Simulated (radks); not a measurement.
The numbers below are computed, except where a source is named.
Effect of the nuclear size on the zirconium ion Zr2+, [Kr] 4d2. Code: a radial shooting solver on a logarithmic mesh with Libxc functionals. Model: Dirac Kohn-Sham, PBE, spin-unpolarised, spherical densities, finite nucleus; open shells are shared between the two j in proportion to 2j + 1; Fermi nuclear charge, rms radius 4.2694 fm. The rms radius is varied about that value; shifts are against it.

rms radius (fm)  total energy shift (eV)  density at nucleus (e/bohr^3)  1s1/2 shift (meV)  2s1/2 shift (meV)  4s1/2 shift (meV)  5s1/2 (empty) shift (meV)
3.5607                            -0.334                      7.608e+04               -141              -14.9             -0.387                     -0.058
4.0474                            -0.110                      7.513e+04              -46.7              -4.92             -0.128                     -0.019
4.2694                                 0                      7.473e+04              0.000              0.000              0.000                      0.000
4.5256                             0.134                      7.431e+04               56.7               5.97              0.156                      0.023
4.8202                             0.297                      7.385e+04                126               13.2              0.345                      0.052

Slopes of the eigenvalues against <r^2> in GHz/fm^2, as finite differences over the two radii next to the reference (eigenvalue slopes, not the field-shift constants of lines): 1s1/2 6100, 2s1/2 642, 4s1/2 16.7, 5s1/2 (empty) 2.50.
